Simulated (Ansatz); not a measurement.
Consider the atomization: `C[SiH2][Te]C` → 2 C• + 8 H• + Si• + Te•.

Isolated molecules relaxed with PBE0-D4/def2-TZVP in Ansatz; ΔE leaves out vibrations. CBS: MP2 limit from def2 TZ/QZ plus the TZ coupled-cluster correction, frozen cores. This one scheme is used for every species, atoms too. For atomizations the MP2-based limit and the directly extrapolated one differ by several kJ/mol either way, and by 10 to 25 for some Ge, Se and Sn compounds, so smaller differences from it don't rank the levels. DFT in def2-TZVPP. Open shells (•) are unrestricted, without spin–orbit coupling. Spin–orbit coupling would lower the free atoms: a little for C, Si; strongly for Te. Elements past krypton have def2 core potentials. For Te outer-core shells are correlated without core-valence functions, so the limit isn't a true one: a few kJ/mol of doubt a bond, and 10 to 20 or more in all where bonds break to atoms. One conformer a species, not always the lowest.

| level | ΔE (kJ/mol) |
| --- | --- |
| BLYP | 3963.4 |
| CCSD(T)/def2-TZVPP | 3961.8 |

(1) What does CCSD(T)/CBS give? (Estimate.)

Largest T1 diagnostic among the species: 0.012.

Answers

(1) Computed: +4070.7 kJ/mol. The listed levels differ from it by -107.3, -108.9 kJ/mol.

The D4 term adds +44.7 kJ/mol with B3LYP and +23.6 kJ/mol with PBE0; it sums over pairs of atoms, weighted by their polarisabilities, and B3LYP, whose exchange is more repulsive, gets the larger term. From PBE to PBE0 (25 % exact exchange), in def2-TZVPP and without D4, ΔE moves by −29.3 kJ/mol: exact exchange takes away binding that semilocal exchange gives to molecules.

B3LYP here is the variant with VWN-RPA as its local correlation; programs differ in this.
